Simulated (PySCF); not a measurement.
Compound: C₅H₆S₂.
SMILES: `CSC1=CSC=C1`

Torsions of this conformer, `[CH3:1][S:2][c:3]1[cH:4][cH:5][s:6][cH:7]1`: C1–S2–C3–C4 -179°.

The closed-shell ground state was solved at several levels (PySCF, density fitting, gas phase, non-relativistic). Geometry: PBE0-D3(BJ)/def2-TZVP, one conformer, isolated molecule.

```json
{"level": "wB97X-D/pcSseg-2", "basis functions": "350", "HOMO (eV)": "-7.74", "LUMO (eV)": "1.29", "gap (eV)": "9.03", "dipole (D)": "0.98"}
{"level": "PBE0/pcSseg-2", "basis functions": "350", "HOMO (eV)": "-6.00", "LUMO (eV)": "-0.42", "gap (eV)": "5.58", "dipole (D)": "0.98"}
{"level": "KT3/pcSseg-2", "basis functions": "350", "HOMO (eV)": "-5.03", "LUMO (eV)": "-1.22", "gap (eV)": "3.81", "dipole (D)": "0.96"}
```

(1) What might B97-2/pcSseg-2 (350 basis functions) give for the same quantities?

(2) Over all these levels, which gives the widest orbital gap and which the narrowest?

(3) In the pcSseg-2 basis, how does the gap go with the fixed share of exact exchange?

(4) How far do the dipole and the HOMO energy spread over the levels?

## Answers

(1) HOMO -5.77 eV, LUMO -0.46 eV, gap 5.31 eV, dipole 0.98 D.

(2) wB97X-D/pcSseg-2 (range-separated hybrid) has the widest, 9.03 eV, and KT3/pcSseg-2 (GGA) the narrowest, 3.81 eV. From the narrowest to the widest the HOMO moves by -2.71 eV and the LUMO by +2.51 eV.

(3) KT3 (0 %) 3.81 eV; B97-2 (21 %) 5.31 eV; PBE0 (25 %) 5.58 eV. Each rise in the share widens the gap here.

(4) The dipole runs from 0.96 to 0.98 D (mean 0.97 D) and the HOMO from -7.74 to -5.03 eV.
